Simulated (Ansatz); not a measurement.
CH$_{6}$Al$_{2}$O$_{2}$Si, SMILES `C[SiH](O)[Al]1[O][AlH]1`. The species carries charge 0 and has multiplicity 1. The geometry is a stationary point of PBE0-D4/def2-TZVP. It is one conformer, not always the lowest.

```xyz
12

C    -0.896   -1.202   -1.384
Si   -0.016    0.417   -1.049
O     1.420    0.529   -1.877
Al    0.582    0.709    1.335
O    -0.319    0.190    2.729
Al    0.958    0.902    3.664
H    -1.161   -1.294   -2.441
H    -0.276   -2.058   -1.109
H    -1.820   -1.251   -0.801
H    -0.934    1.520   -1.482
H     1.376    0.578   -2.833
H     1.087    0.959    5.248
```

Problem. What is the dipole moment at ωB97M-V/def2-TZVPP? (Best estimate.)

Solution. Computed: 2.25 D, with components (0.28, -0.01, -2.23) D in this frame, pointing from negative to positive charge.

Problem. And with PBE, r2SCAN, B3LYP? (Estimate.)

Solution. Ansatz gave: PBE 2.25 D, r2SCAN 2.24 D, B3LYP 2.26 D.

Problem. Give the Mulliken charges with ωB97M-V, B3LYP, r2SCAN in def2-TZVPP. (Estimate.)

Solution. Ansatz gave: 
```csv
atom,ωB97M-V,B3LYP,r2SCAN
C1,-0.45,-0.39,-0.30
Si2,0.30,0.36,0.32
O3,-0.39,-0.40,-0.42
Al4,0.24,0.27,0.32
O5,-0.41,-0.42,-0.45
Al6,0.32,0.32,0.37
H7,0.11,0.09,0.07
H8,0.12,0.10,0.08
H9,0.13,0.11,0.08
H10,-0.07,-0.12,-0.12
H11,0.17,0.18,0.19
H12,-0.08,-0.11,-0.14
```

B3LYP here is the variant with VWN-RPA as its local correlation; programs differ in this.
